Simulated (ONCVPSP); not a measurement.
**What one change does to a pseudopotential (fluorine (F), ONCV)**

F (Z = 9), optimised norm-conserving Vanderbilt (ONCV), made with ONCVPSP 4.0.1 (PBE, scalar-relativistic). Core [He], reference 2s2 2p5. Waves: 2s: rc 0.85 bohr, ncon 4, nbas 7, qcut 6.2 1/bohr, local; 2p: rc 1.60 bohr, ncon 3, nbas 8, qcut 7 1/bohr, 1 projector; d scattering state at 0.1 Ha: rc 1.55 bohr, ncon 5, nbas 9, qcut 5.4 1/bohr, 1 projector. Local part: the s channel. Core correction: Teter function, fcfact 4.25, rcfact 1.65.

All-electron outer shells of the reference configuration (PBE, scalar-relativistic, ld1.x):

```tsv
shell	level (eV)	outermost node (bohr)	outermost maximum (bohr)
1s	-663.37	–	0.11
2s	-29.90	0.24	0.76
2p	-11.11	–	0.71
```

Change: p: rc 1.94.

Cutoffs: the cutoffs (Ha) at which the residual kinetic energy of the hardest occupied pseudo-wave falls to 1 and 0.1 mHa per electron; they do not see the model core or the augmentation charge, which bear on the density cutoff. Errors are all-electron minus pseudo energies relative to the spin-unpolarised reference configuration.

Question: How do hardness, ghosts and transferability respond?

Answer: The potential gets neither clearly harder nor softer (145 Ha and 175 Ha → 145 Ha and 175 Ha); of the 4 tests that both files solve, the error grows in 4 and shrinks in 0 by more than 15 % and 0.3 meV (median size 452.7 → 725.2 meV); neither file shows a bound ghost. More of the atom is replaced by a form fitted at one configuration, so other configurations suffer.

```csv
quantity,base,changed
"cutoff, loose",145 Ha,145 Ha
"cutoff, tight",175 Ha,175 Ha
loose cutoff by channel,"s 145 Ha, p 21 Ha","s 145 Ha, p 18 Ha"
bound ghosts,none,none
GHOST(+) flags under 300 eV,none,none
"error for 2s2 2p4, meV [ΔE 19.39 eV]",+77,+141
"error for 2s2 2p3, meV [ΔE 57.77 eV]",+669,+1097
"error for 2s2 2p2, meV [ΔE 118.41 eV]",+2588,+3973
"error for 2s1 2p5, meV [ΔE 38.49 eV]",-236,-354
s: phases at 0.86 bohr within 0.05 rad from the reference energy up to (Ha; the scan ends near 5),to the end of the scan,to the end of the scan
d: phases at 1.57 bohr within 0.05 rad from the reference energy up to (Ha; the scan ends near 5),to the end of the scan,to the end of the scan
"rms error of d²Exc/dni dnj with the model core, mHa",2.45,2.48
```
